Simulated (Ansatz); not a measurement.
Geometry optimisation, RKS BLYP/def2-SVP (Ansatz).

Input file:

```yaml
crystal:
  periodic: [false, false, false]
  atoms:
    - { symbol: Ge, position_ang: [0.002971, -1.288081, -0.133438] }
    - { symbol: O, position_ang: [1.629691, -0.422618, -0.013875] }
    - { symbol: H, position_ang: [0.109619, -2.078487, -1.464979] }
    - { symbol: H, position_ang: [-0.076098, -2.261258, 1.087053] }
    - { symbol: H, position_ang: [-1.251357, -0.403047, -0.146328] }
    - { symbol: H, position_ang: [0.420587, 1.412327, 0.543498] }
    - { symbol: P, position_ang: [-0.523584, 2.276067, -0.022371] }
    - { symbol: H, position_ang: [1.908158, -0.399126, 0.924094] }
    - { symbol: H, position_ang: [-0.553042, 1.577051, -1.278152] }
    - { symbol: H, position_ang: [-1.666945, 1.587172, 0.504598] }
basis:
  gaussian: { orbitals: def2-SVP }
hamiltonian:
  xc: blyp
relax:
  f_tol: 0.03
  max_steps: 50
```

Run as:

```bash
$ ansatz run input.yaml --threads 2 --pin off --max-ram 3072MiB --backend cpu --events-out ev --progress --plain --runs-dir out
```

Where does it end, and by what steps?

It converged. The force dipped under the threshold on the way, but the program's further checks kept it going. After 24 steps the energy has fallen by 0.438 eV; H5 moved furthest, 1.90 Å.

| step | energy less start (eV) | largest force component (eV/Å) | accepted |
| --- | --- | --- | --- |
| 0 | 0.0000 | 1.372 | yes |
| 1 | -0.2390 | 0.350 | yes |
| 2 | -0.3097 | 0.319 | yes |
| 3 | -0.3636 | 0.262 | yes |
| 4 | -0.3868 | 0.272 | yes |
| 5 | -0.3980 | 0.322 | yes |
| 6 | -0.4044 | 0.346 | yes |
| 7 | -0.4123 | 0.361 | yes |
| 8 | -0.4194 | 0.181 | yes |
| 9 | -0.4226 | 0.138 | yes |
| 10 | -0.4259 | 0.121 | yes |
| 11 | -0.4284 | 0.088 | yes |
| 12 | -0.4312 | 0.082 | yes |
| 13 | -0.4324 | 0.091 | yes |
| 14 | -0.4335 | 0.072 | yes |
| 15 | -0.4348 | 0.044 | yes |
| 16 | -0.4358 | 0.052 | yes |
| 17 | -0.4360 | 0.079 | yes |
| 18 | -0.4366 | 0.045 | yes |
| 19 | -0.4370 | 0.031 | yes |
| 20 | -0.4373 | 0.024 | yes |
| 21 | -0.4368 | 0.084 | no |
| 22 | -0.4376 | 0.022 | yes |
| 23 | -0.4376 | 0.034 | yes |
| 24 | -0.4378 | 0.024 | yes |

```xyz
10
Properties=species:S:1:pos:R:3
Ge 0.173 -2.167 -0.030
O 0.975 -0.583 0.369
H 0.229 -2.221 -1.577
H 0.969 -3.351 0.603
H -1.300 -2.189 0.486
H 0.230 1.815 -0.007
P -0.166 3.194 -0.147
H 1.022 -0.438 1.334
H -0.674 2.983 -1.480
H -1.459 2.957 0.448
```

Time of the run: 33 s on 2 threads of Arm Neoverse V2, with other jobs on the host, peak memory 0.14 GiB.
